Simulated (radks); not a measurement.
Values are calculated unless marked as measured or tabulated.
Ionisation of Ca+, [Ar] 4s1, to Ca2+, [Ar], under several functionals. Scalar-relativistic Kohn-Sham, spin-unpolarised, spherical densities, point nucleus; a radial shooting solver on a logarithmic mesh with Libxc functionals.

| functional | E(Ca+) (hartree) | Exc (hartree) | IE (eV) | -e(HOMO) (eV) | <r> HOMO (bohr) | IE error (eV) |
|---|---|---|---|---|---|---|
| OLYP | -680.38874 | -36.15488 | 11.805 | 8.624 | 3.661 | -0.067 |
| exchange-only LDA | -676.90903 | -32.56424 | 11.082 | 8.277 | 3.641 | -0.790 |
| LDA (Slater exchange, Perdew-Zunger correlation) | -678.45156 | -34.13840 | 11.950 | 9.175 | 3.561 | +0.078 |

NIST Atomic Spectra Database: 11.872 eV (measured). Closest: OLYP. The Delta-SCF values span 0.87 eV, the total energies 3.48 hartree. The highest occupied level is 4s. Spin polarisation and multiplet splitting are left out, so open shells lie too high by an amount that depends on their filling.

Beside tabulated values, note that spin-unpolarised runs miss the spin-polarisation part of the exchange energy of open shells.
